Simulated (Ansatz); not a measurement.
Reaction: BH3 (borane, SMILES B) → BH2 (SMILES [BH2], doublet) + H (doublet) (the B-H bond breaks)
Each species at its own B3LYP-D3(BJ)/def2-TZVP minimum (Ansatz, a program for electronic structure).

Quantity: bond dissociation energy (electronic), in kJ/mol. Radicals and triplets start from unrestricted determinants; spin-orbit coupling is neglected. CBS(X,Y): correlation extrapolated as X^-3, Hartree-Fock from the larger set (Q,5: extrapolated as (X+1)exp(-9√X)). A bracket is a step between two methods taken in the basis named. The functionals are non-relativistic, so their misses hold any scalar relativity. Double hybrids freeze cores in their MP2 part. 'core' is core correlation in cc-pwCVTZ, 'X2C' scalar relativity in cc-pVTZ-DK, both at CCSD(T). Full CI freezes restricted core orbitals, also for open shells; the composite that ends in it estimates full CI at the basis-set limit. Where a partner has so few electrons that a lower coupled-cluster level is exact, that level stands in.

CCSD(T)/CBS(cc-pVQZ,cc-pV5Z) + [CCSDT(Q) - CCSD(T)]/cc-pVQZ + [FCI - CCSDT(Q)]/cc-pVDZ + core + X2C (Ansatz) gives 465.1 kJ/mol.

Problem. How far off this value is PBE/def2-TZVPD (Ansatz), in which direction, and which of these levels come nearer: r2SCAN/def2-TZVPD, B3LYP/def2-TZVPD, PBE0/def2-TZVPD, B2PLYP/def2-TZVPD, CCSD(T)/CBS(cc-pVQZ,cc-pV5Z) + core + X2C?

Solution. PBE gives 446.1 kJ/mol, 19.0 kJ/mol below it. Differences of the others: r2SCAN/def2-TZVPD (Ansatz) -20.7; B3LYP/def2-TZVPD (Ansatz) -4.2; PBE0/def2-TZVPD (Ansatz) -18.0; B2PLYP/def2-TZVPD (Ansatz) -7.7; CCSD(T)/CBS(cc-pVQZ,cc-pV5Z) + core + X2C (Ansatz) 0.1 kJ/mol. Nearer than PBE: B3LYP/def2-TZVPD, PBE0/def2-TZVPD, B2PLYP/def2-TZVPD, CCSD(T)/CBS(cc-pVQZ,cc-pV5Z) + core + X2C.
